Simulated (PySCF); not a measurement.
(F2Al-mu-PH2)2.
Cartesian coordinates in Å at the PBE0-D3(BJ)/def2-SVP level; atoms count from 1:
```
atom  x, y, z in Å
Al1    1.210   -1.264   -0.250
F2     1.719   -2.176    1.047
F3     1.815   -1.513   -1.781
P4     1.231    1.098    0.308
Al5   -1.190    1.249    0.256
F6    -1.798    1.497    1.786
F7    -1.700    2.167   -1.036
P8    -1.210   -1.113   -0.299
H9     1.909    1.931   -0.611
H10    1.843    1.433    1.538
H11   -1.822   -1.451   -1.528
H12   -1.891   -1.942    0.623
```

Computed with PySCF, TDDFT CAM-B3LYP/def2-SVPD, vertical, gas phase, core orbitals frozen in the response.

Question: List the vertical singlet excitations with oscillator strengths and describe the spectrum.

Answer: 

| state | λ (nm) | E (eV) | f | \|μ\| (D) | main configurations (H = HOMO, L = LUMO) |
| --- | --- | --- | --- | --- | --- |
| S1 | 246.6 | 5.03 | 0.0000 | 0.00 | H→L (97%) |
| S2 | 200.9 | 6.17 | 0.0000 | 0.01 | H-1→L (90%), H→L+6 (8%) |
| S3 | 185.4 | 6.69 | 0.0000 | 0.01 | H→L+1 (92%) |
| S4 | 182.5 | 6.79 | 0.0000 | 0.00 | H-2→L (97%) |
| S5 | 176.6 | 7.02 | 0.0000 | 0.01 | H→L+2 (92%) |
| S6 | 167.6 | 7.40 | 0.203 | 2.69 | H→L+3 (88%) |
| S7 | 161.8 | 7.66 | 0.079 | 1.65 | H-1→L+1 (33%), H→L+7 (24%), H-1→L+2 (21%) |
| S8 | 155.2 | 7.99 | 0.0000 | 0.02 | H→L+6 (88%), H-1→L (9%) |
| S9 | 153.1 | 8.10 | 0.624 | 4.51 | H-1→L+2 (28%), H-1→L+1 (24%), H→L+7 (20%) |
| S10 | 152.7 | 8.12 | 0.011 | 0.61 | H-2→L+2 (61%), H-2→L+1 (17%), H→L+5 (12%) |
| S11 | 149.6 | 8.29 | 0.0017 | 0.23 | H→L+4 (44%), H-1→L+1 (26%), H-1→L+2 (14%) |
| S12 | 149.5 | 8.29 | 0.0000 | 0.03 | H→L+8 (63%), H-2→L+3 (21%) |
| S13 | 148.8 | 8.33 | 0.403 | 3.57 | H-2→L+1 (76%), H-2→L+2 (16%) |
| S14 | 148.4 | 8.36 | 0.0000 | 0.01 | H-2→L+3 (55%), H→L+8 (21%), H-2→L+5 (12%) |
| S15 | 145.1 | 8.54 | 0.0000 | 0.01 | H-1→L+3 (79%) |

Triplets, Tamm–Dancoff:

```csv
state,E (eV),λ (nm),"main configurations (H = HOMO, L = LUMO)"
T1,4.74,261.5,H→L (94%)
T2,5.65,219.5,"H-1→L (82%), H→L+6 (14%)"
T3,5.90,210.1,H-2→L (94%)
T4,6.13,202.3,H→L+2 (84%)
```

The lowest singlet comes at 247 nm (485 kJ/mol) in the ultraviolet; it is dark (f under 0.0005); its leading configuration is HOMO→LUMO (97%). The most intense listed level is S9 at 8.10 eV (153 nm, f = 0.624), 3.07 eV above S1. S11/S12 lie within about 0.01 eV of each other. Löwdin shares by element: HOMO phosphorus 60%, aluminium 18% (atoms not listed hold the other 21%); LUMO phosphorus 52%, aluminium 22% (atoms not listed hold the other 26%). Of the 15 states listed, 5 reach f = 0.01 and 9 stay under 0.0005. The oscillator strengths of these states sum to 1.322; summed over the whole spectrum of an exact calculation they would give the number of electrons, 96 (Thomas–Reiche–Kuhn). Orbital energies (eV): HOMO-3 -12.92, HOMO-2 -11.16, HOMO-1 -10.82, HOMO -9.69, LUMO -1.01, LUMO+1 -0.16, LUMO+2 0.33. The vertical ionisation energy (ΔSCF) is 10.45 eV, 1.90 eV above S15. The window holds the lowest 15 singlets.

On one thread, Arm Neoverse V1 (aarch64), no GPU, shared host with 32 logical CPUs at a one-minute load of 17, this took 3.0 min of wall time (with the writing of density and orbital grids) and 1.3 GiB of memory at its peak.

One conformer stands for the species.
